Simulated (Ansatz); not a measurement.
Geometry optimisation, Ansatz, RKS PBE/def2-SVP.

Input:

```yaml
crystal:
  periodic: [false, false, false]
  atoms:
    - { symbol: Hf, position_ang: [-0.186337, -0.148545, -0.018703] }
    - { symbol: O, position_ang: [-0.551833, 0.025614, 1.972066] }
    - { symbol: Si, position_ang: [-1.306354, -0.33751, 3.41879] }
    - { symbol: H, position_ang: [-2.476899, -1.261316, 3.190868] }
    - { symbol: H, position_ang: [-0.344594, -1.014839, 4.358388] }
    - { symbol: H, position_ang: [-1.8116, 0.924005, 4.06424] }
    - { symbol: O, position_ang: [1.699324, -0.344306, -0.377081] }
    - { symbol: H, position_ang: [2.529638, -0.728241, -0.688732] }
    - { symbol: Cl, position_ang: [-1.13241, 1.655238, -1.264065] }
    - { symbol: O, position_ang: [-1.081284, -1.740962, -0.598091] }
    - { symbol: H, position_ang: [-1.572245, -2.532962, -0.849394] }
    - { symbol: H, position_ang: [1.122712, 2.267492, 1.3069] }
    - { symbol: H, position_ang: [0.750383, 1.801031, 1.715414] }
basis:
  gaussian: { orbitals: def2-SVP }
hamiltonian:
  xc: pbe
relax:
  f_tol: 0.03
  max_steps: 50
```

Launched with:

```bash
$ ansatz run input.yaml --threads 4 --pin off --max-ram 5120MiB --backend cpu --events-out ev --progress --plain --runs-dir out
```

Question: Where does it end, and by what steps?

Answer: The run converged. The force dipped under the threshold on the way, but the program's further checks kept it going. After 30 steps the energy has fallen by 0.166 eV; H13 moved furthest, 0.94 Å.

```csv
step,energy less start (eV),largest force component (eV/Å),accepted
0,0.0000,1.249,yes
2,-0.1265,0.123,yes
4,-0.1386,0.074,yes
6,-0.1435,0.268,yes
8,-0.1488,0.124,yes
10,-0.1511,0.079,yes
12,-0.1523,0.042,yes
14,-0.1529,0.166,yes
16,-0.1566,0.035,yes
18,-0.1537,0.075,no
20,-0.1609,0.051,yes
22,-0.1230,1.134,no
24,-0.1627,0.202,yes
26,-0.1641,0.163,no
28,-0.1653,0.035,yes
30,-0.1656,0.018,yes
```

```xyz
13
Properties=species:S:1:pos:R:3
Hf -0.339 -0.416 -0.069
O -0.882 -0.409 1.810
Si -1.266 -0.392 3.440
H -2.460 -1.271 3.695
H -0.102 -0.904 4.246
H -1.584 1.012 3.875
O 1.564 -0.682 -0.180
H 2.502 -0.900 -0.237
Cl -0.929 1.673 -1.079
O -1.279 -1.832 -0.972
H -1.625 -2.620 -1.408
H 0.800 2.711 1.243
H 1.237 2.597 1.867
```

Whether the end is a true minimum wasn't checked by a vibrational analysis.

Run time: 41 s on 4 threads of Intel(R) Xeon(R) 6975P-C (Granite Rapids) (shared host), peak memory 0.23 GiB.
